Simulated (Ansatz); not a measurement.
Consider the isomerisation: `BCC(C)N` → `BN(C)CC`.

Isolated molecules relaxed with PBE0-D4/def2-TZVP in Ansatz; ΔE leaves out vibrations. CBS: MP2 limit from def2 TZ/QZ plus the TZ coupled-cluster correction, frozen cores. DFT in def2-TZVPP. B3LYP here is the variant with VWN-RPA as its local correlation; programs differ in this. Each species was taken in one conformer, which may not be the lowest.

Is it downhill or uphill in electronic energy at CCSD(T)/CBS, and by how much? (An estimate is asked.)

Ansatz gave: Downhill: ΔE = -118.3 kJ/mol.

What do these levels give: PBE-D4, B3LYP-D4, ωB97X-V, r2SCAN, PBE0, B3LYP, SCS-MP2/def2-TZVPP, CCSD(T)/def2-TZVPP, HF/def2-QZVPP, MP2/def2-QZVPP, MP2/CBS(def2), CCSD/CBS(def2)? (Best estimate.)

Ansatz gave: PBE-D4 -123.9, B3LYP-D4 -125.2, ωB97X-V -117.0, r2SCAN -120.3, PBE0 -119.6, B3LYP -124.8, SCS-MP2/def2-TZVPP -121.3, CCSD(T)/def2-TZVPP -121.0, HF/def2-QZVPP -111.3, MP2/def2-QZVPP -119.4, MP2/CBS(def2) -118.2, CCSD/CBS(def2) -115.7 kJ/mol.

Largest T1 diagnostic among the species: 0.012.

In def2-TZVPP, CCSD(T) changes the Hartree–Fock value by −9.8 kJ/mol (the triples alone add −2.6 kJ/mol) and MP2 by −9.7 kJ/mol. From PBE to PBE0 (25 % exact exchange), in def2-TZVPP and without D4, ΔE moves by +4.0 kJ/mol.
